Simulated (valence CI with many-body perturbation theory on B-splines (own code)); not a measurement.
## Sr33+ in brief

Method: valence CI with perturbative core correlation (CI+MBPT): three valence electrons over a frozen Dirac-Fock core [He], radial functions for each j: 9 s, 9 p, 8 d, 6 f, 3 g, 1 h, with the one-electron correlation potential Σ1, the two-electron term Σ2, the three-electron term Σ3, Breit, model QED; selected CI, second order for the rest, scaled by the run's own slope (own B-spline code, finite nucleus).

The last digits are not significant, and no measured levels were compared; by estimate large intervals hold to a few tenths of a per cent, small ones and those within an open d or f shell to about a per cent.

Levels are named by their leading jj configuration (3d3/2^4 stands for four electrons in 3d with j = 3/2), which in mixed levels can hold well under half, so a name can repeat and another be missing.

Rates and lifetimes use the calculated energies. Strong lines usually hold to 10 to 20 %, long lifetimes can be off by a factor of two.

Task: What is the ground level?

Result: (2s^2 2p1/2) J=1/2, composition 99 % 2s²2p ²P°, g = 0.654.

Task: Name the longest-lived excited levels whose lifetime is computed, and their main decay.

Result: (2s^2 2p3/2) J=3/2 at 77.3 eV lives 462 ns, mostly by M1 to (2s^2 2p1/2) J=1/2; (2s 2p1/2 2p3/2) J=3/2 at 146.7 eV lives 5.93 ns, mostly by E1 to (2s^2 2p1/2) J=1/2; (2s 2p1/2 2p3/2) J=5/2 at 166.2 eV lives 808 ps, mostly by E1 to (2s^2 2p3/2) J=3/2.

Task: What are the static dipole polarisabilities of the lowest levels?

Result: (2s^2 2p1/2) J=1/2 0.00303 bohr³, of which the core gives 4.14e-06.

Task: What is the ionisation energy?

Result: 4233.8 eV; NIST lists 4232 ± 3 eV (semi-empirical).

Task: Where does the other parity begin?

Result: At (2s 2p1/2^2) J=1/2, 94.6 eV.
